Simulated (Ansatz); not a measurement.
Seven cases of atomisation energy with Al to Br (electronic energies, kcal/mol); geometries: B3LYP-D3(BJ)/def2-TZVP. The cases were drawn at random from those of this class that have a high level and all functionals, leaving out states under which another spin lies or may lie. Left out are anions, K, Ca, elements past Kr, ionisation of Li, Na and Mg, pi-pi* triplets of linear molecules and other triplets made from a closed-shell parent. Runs that doubt their state, and full CI more than 15 mEh from coupled cluster, are set aside; a case stays where another high level and all functionals remain. AFQMC serves as high level only in triple zeta or larger, with a steady walk, a bar under 0.8 kcal/mol and agreement with other high levels or trials where they ran; where none ran, an unstable determinant or (outside 3d species) a high T1 diagnostic also bars it, so strongly correlated cases are thinned. No case was kept or dropped by the size of a functional's miss. High levels with a bar over 0.5 kcal/mol are left out too, and the seventh case lies inside the range of the six. Affinities count positive where energy is released, gaps as the second state minus the first. PBE is by Ansatz (a quantum-chemistry and plane-wave program) in def2-TZVPD. High levels (Ansatz): P = CCSD(T)/CBS(cc-pV(T+d)Z,cc-pV(Q+d)Z) + [CCSDT(Q) - CCSD(T)]/cc-pV(D+d)Z + core + X2C; Q = CCSD(T)/CBS(cc-pV(T+d)Z,cc-pV(Q+d)Z) + [CCSDT(Q) - CCSD(T)]/cc-pV(T+d)Z + core + X2C; R = CCSD(T)/CBS(def2-TZVPP,def2-QZVPP) + [CCSDT(Q) - CCSD(T)]/def2-QZVPP + [CCSDTQ - CCSDT(Q)]/def2-SVP; S = CCSD(T)/CBS(def2-TZVPP,def2-QZVPP) + [CCSDT(Q) - CCSD(T)]/def2-SVP; T = CCSD(T)/CBS(def2-TZVPP,def2-QZVPP) + [CCSDT(Q) - CCSD(T)]/def2-TZVPP + [CCSDTQ - CCSDT(Q)]/def2-SVP. UHF or UKS for unpaired electrons; spin-orbit terms are left out. Cores are frozen in correlated methods (noble-gas shells, and filled d and f shells in the p block). Rows without X2C or -DK are non-relativistic. CBS(X,Y): correlation extrapolated as X^-3, Hartree-Fock from the larger set. A bracket is a step between two methods taken in the basis named. The functionals are non-relativistic, so their misses hold any scalar relativity. '+ core + X2C': CCSD(T) terms for core correlation (cc-pwCVTZ, 1s frozen past Ne) and scalar relativity (cc-pVTZ-DK). For partners of very few electrons the exact lower level stands in for a higher one. Spin-orbit terms, left out, reach several kcal/mol for Br and I, and more for heavier atoms. The restricted determinant of Be ([Be], singlet) is unstable towards broken spin symmetry in at least one set run. The restricted determinant of C2H6Si (C[Si]C, singlet) is unstable towards broken spin symmetry in at least one set run. The UHF reference of CH3OS (C[S]=O, doublet) is spin-contaminated (<S^2> up to 0.04 over the pure value in the sets run).

```tsv
case	PBE	level	high level
BeCl2 (SMILES [Cl][Be][Cl])	227.4	T	224.3
CH3OS (SMILES C[S]=O, doublet)	508.5	P	490.6
SiBr (SMILES [Si]Br, doublet)	94.0	R	89.5
GeSiH5 (SMILES [SiH2][GeH3], doublet)	408.2	S	416.3
CHBrCl2 (SMILES BrC(Cl)Cl)	346.8	S	332.0
C2H6Si (SMILES C[Si]C)	767.4	P	765.6
SiH3S (SMILES [SiH2]S, doublet)	311.1	Q	withheld
```

Question: Fit a straight line from PBE to the high level over the first six rows by least squares, predict the seventh, and compare with the calculation.

Answer: Means: PBE 392.05, high level 386.38. Sxx = 272700, Sxy = 272592, slope 0.9996, intercept -5.51 kcal/mol; residual standard deviation 10.6 kcal/mol. Seventh row: 0.9996·(311.1) -5.51 = 305.5 kcal/mol. The calculation gave 312.5 kcal/mol: the line differs from it by -7.0, PBE itself by -1.4.
